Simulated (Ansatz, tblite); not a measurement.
Forces on SiGe₂⁻ at its PBE0-D4/def2-TZVPD geometry. The state is a doublet with charge -1.

The xTB rows come from tblite. The structure comes from a short search, and lower isomers may exist.

GFN1-xTB (tblite), largest force 1.10 eV/Å:

```xyz
3
positions Å, forces eV/Å
Si    0.950   -0.528    0.671   -0.673    0.375   -0.476
Ge   -1.137   -0.839   -0.268    0.851    0.672    0.185
Ge    0.187    1.368   -0.403   -0.178   -1.047    0.291
```

GFN2-xTB (tblite), largest force 12.08 eV/Å:

```
Si -8.983 4.998 -6.348
Ge 6.556 0.944 2.963
Ge 2.427 -5.942 3.385
```

CAM-B3LYP-D4/def2-TZVPD (Ansatz), largest force 0.25 eV/Å:

```
Si -0.185 0.103 -0.131
Ge 0.189 0.110 0.055
Ge -0.004 -0.213 0.075
```
